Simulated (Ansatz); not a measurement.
Relaxation of pentafluorobenzenesulfonate, `O=S(=O)([O-])c1c(F)c(F)c(F)c(F)c1F` with RKS PBE-D4/def2-SVP.

```sh
$ ansatz run in.yaml --threads 4 --pin off --events-out ev --progress --plain --max-ram 6963MiB
```

```yaml
crystal:
  periodic: [false, false, false]
  atoms:
    - {symbol: O, position_ang: [2.794580, 0.931110, -1.027620]}
    - {symbol: S, position_ang: [2.535960, -0.060150, -0.004440]}
    - {symbol: O, position_ang: [2.951710, -1.403610, -0.332670]}
    - {symbol: O, position_ang: [2.785920, 0.343810, 1.363240]}
    - {symbol: C, position_ang: [0.652250, -0.107640, -0.023150]}
    - {symbol: C, position_ang: [-0.142650, -1.201520, -0.296110]}
    - {symbol: F, position_ang: [0.386920, -2.390330, -0.587160]}
    - {symbol: C, position_ang: [-1.535440, -1.108760, -0.279950]}
    - {symbol: F, position_ang: [-2.303870, -2.182370, -0.548340]}
    - {symbol: C, position_ang: [-2.140150, 0.104500, 0.016870]}
    - {symbol: F, position_ang: [-3.482290, 0.204070, 0.035210]}
    - {symbol: C, position_ang: [-1.352850, 1.215230, 0.294570]}
    - {symbol: F, position_ang: [-1.945290, 2.389700, 0.581870]}
    - {symbol: C, position_ang: [0.035060, 1.092380, 0.269680]}
    - {symbol: F, position_ang: [0.760130, 2.173590, 0.538000]}
basis:
  gaussian: {orbitals: def2-SVP}
total_charge: -1
hamiltonian: {xc: pbe, dispersion: d4}
scf: {lower_state_search: "off"}
output: {orbitals: {seedname: orbitals}}
relax: {f_tol: 0.03, max_steps: 70}
```

Run time 16 s (4 threads of Arm Neoverse V1 on a shared host).

Positions (Å) and forces (eV/Å) at steps 1, 2, 3, 4, 5 of 5:

```xyz
15
step=1 energy=-36728.1053 eV
O     2.795    0.931   -1.028    0.512    1.935   -1.889
S     2.536   -0.060   -0.004   -1.332   -0.348   -0.091
O     2.952   -1.404   -0.333    0.752   -2.652   -0.650
O     2.786    0.344    1.363    0.496    0.841    2.578
C     0.652   -0.108   -0.023    0.742    0.053    0.016
C    -0.143   -1.202   -0.296    0.117   -0.428   -0.108
F     0.387   -2.390   -0.587    0.027   -0.460   -0.112
C    -1.535   -1.109   -0.280   -0.201   -0.487   -0.118
F    -2.304   -2.182   -0.548   -0.092   -0.128   -0.032
C    -2.140    0.104    0.017   -0.598    0.012    0.000
F    -3.482    0.204    0.035   -0.103    0.016    0.004
C    -1.353    1.215    0.295   -0.062    0.535    0.130
F    -1.945    2.390    0.582   -0.079    0.151    0.036
C     0.035    1.092    0.270   -0.229    0.430    0.105
F     0.760    2.174    0.538    0.050    0.530    0.133
15
step=2 energy=-36728.2901 eV
O     2.836    0.922   -1.046    0.282    1.028   -0.969
S     2.558   -0.079   -0.009   -0.765   -0.188   -0.049
O     2.948   -1.450   -0.344    0.339   -1.346   -0.331
O     2.827    0.327    1.376    0.273    0.463    1.338
C     0.663   -0.088   -0.019    0.213    0.070    0.017
C    -0.134   -1.198   -0.296    0.064   -0.115   -0.027
F     0.393   -2.394   -0.588   -0.046   -0.130   -0.033
C    -1.536   -1.113   -0.281   -0.069   -0.158   -0.039
F    -2.298   -2.193   -0.551   -0.008   -0.017   -0.004
C    -2.155    0.104    0.017   -0.225   -0.022   -0.007
F    -3.499    0.193    0.033   -0.006    0.002    0.001
C    -1.373    1.229    0.298   -0.007    0.169    0.042
F    -1.979    2.400    0.584   -0.006    0.019    0.004
C     0.023    1.120    0.276   -0.069    0.038    0.009
F     0.727    2.221    0.550    0.031    0.187    0.047
15
step=3 energy=-36728.3476 eV
O     2.865    0.926   -1.063    0.022    0.118   -0.055
S     2.569   -0.087   -0.011   -0.122   -0.079   -0.019
O     2.937   -1.486   -0.353    0.046   -0.115   -0.029
O     2.855    0.322    1.393    0.021    0.080    0.104
C     0.668   -0.075   -0.016    0.048   -0.014   -0.003
C    -0.130   -1.193   -0.294    0.034   -0.037   -0.010
F     0.390   -2.393   -0.588   -0.034    0.011    0.003
C    -1.536   -1.114   -0.281   -0.013   -0.019   -0.004
F    -2.292   -2.199   -0.551    0.024    0.013    0.003
C    -2.164    0.102    0.016   -0.044    0.017    0.004
F    -3.508    0.185    0.031    0.022    0.003    0.001
C    -1.384    1.234    0.298   -0.002    0.011    0.002
F    -1.995    2.402    0.584    0.013   -0.009   -0.002
C     0.016    1.132    0.279   -0.008    0.023    0.006
F     0.708    2.245    0.556   -0.004   -0.004   -0.001
15
step=4 energy=-36728.3481 eV
O     2.864    0.930   -1.060   -0.010    0.070   -0.062
S     2.567   -0.087   -0.011   -0.010    0.007    0.001
O     2.944   -1.483   -0.353   -0.001   -0.109   -0.027
O     2.854    0.328    1.392   -0.011    0.034    0.088
C     0.669   -0.078   -0.016    0.047   -0.029   -0.008
C    -0.130   -1.195   -0.295   -0.031   -0.026   -0.005
F     0.379   -2.400   -0.590    0.035    0.038    0.009
C    -1.536   -1.113   -0.281   -0.008   -0.022   -0.006
F    -2.289   -2.199   -0.552   -0.005    0.015    0.004
C    -2.165    0.102    0.016   -0.018    0.005    0.001
F    -3.509    0.187    0.032    0.017   -0.001    0.000
C    -1.382    1.233    0.298    0.000    0.014    0.005
F    -1.991    2.402    0.584    0.008   -0.006   -0.001
C     0.018    1.130    0.279   -0.015    0.033    0.007
F     0.708    2.243    0.556    0.001   -0.021   -0.005
15
step=5 energy=-36728.3487 eV
O     2.859    0.933   -1.061    0.006    0.009    0.000
S     2.566   -0.086   -0.011   -0.019   -0.016   -0.004
O     2.942   -1.485   -0.353    0.005   -0.001    0.000
O     2.849    0.329    1.395    0.006    0.008    0.004
C     0.670   -0.079   -0.017    0.015   -0.009   -0.002
C    -0.130   -1.196   -0.295   -0.014   -0.012   -0.003
F     0.383   -2.399   -0.590    0.009    0.008    0.002
C    -1.536   -1.114   -0.281    0.000   -0.003    0.000
F    -2.291   -2.199   -0.552   -0.005    0.001    0.000
C    -2.164    0.102    0.016    0.000    0.000    0.000
F    -3.508    0.188    0.032    0.002   -0.001    0.000
C    -1.381    1.233    0.298    0.001    0.003    0.001
F    -1.988    2.402    0.584    0.002    0.000    0.000
C     0.019    1.129    0.278   -0.003    0.021    0.005
F     0.711    2.241    0.556   -0.005   -0.008   -0.002
```
